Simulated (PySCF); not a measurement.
C₂H₄, triplet, geometry from GFN2-xTB (a higher spin typed on purpose: for a closed-shell molecule this is an excited state). Base run: PBE0/def2-SVPD in PySCF.

PySCF was given this input:
```python
from pyscf import gto, scf, dft, solvent

mol = gto.M(
    atom='''
C    -0.70673705   -0.05196971    0.00422104
C     0.70673705    0.05196971   -0.00422104
H    -1.31272481    0.44496456    0.74786900
H    -1.24231042   -0.63284834   -0.73260885
H     1.33501327   -0.64408094    0.53239763
H     1.22002196    0.83196473   -0.54765778
''',
    basis='def2-svpd',
    spin=2,
    verbose=3,
)

mf = dft.UKS(mol)
mf.xc = 'pbe0'
mf.kernel()
```

Variants of this job, named by their change:

```tsv
change	ΔE vs base (kJ/mol)
base	0.00
model = IEF-PCM; solvent = water	-3.41
model = COSMO; solvent = dimethylsulfoxide	-3.36
model = IEF-PCM; solvent = dimethylsulfoxide	-3.36
model = SS(V)PE; solvent = dimethylsulfoxide	-3.35
model = IEF-PCM; solvent = 2-propanol	-3.19
model = IEF-PCM; solvent = dimethylsulfoxide; lebedev_order = 11	-3.24
model = IEF-PCM; solvent = dimethylsulfoxide; vdw_scale = 1.4	-1.61
model = ddCOSMO; solvent = dimethylsulfoxide	-1.51
model = IEF-PCM; solvent = dimethylsulfoxide; lebedev_order = 41	-3.37
model = IEF-PCM; solvent = dimethylsulfoxide; r_probe = 0.5	-0.86
model = C-PCM; solvent = dimethylsulfoxide	-3.40
```

The base is the gas phase, so ΔE is the electrostatic part of solvation at a fixed geometry, without cavity and dispersion terms.

Open shells are given as the SCF converged; they aren't shown to be the lowest states, and a large step between rows can be another state.
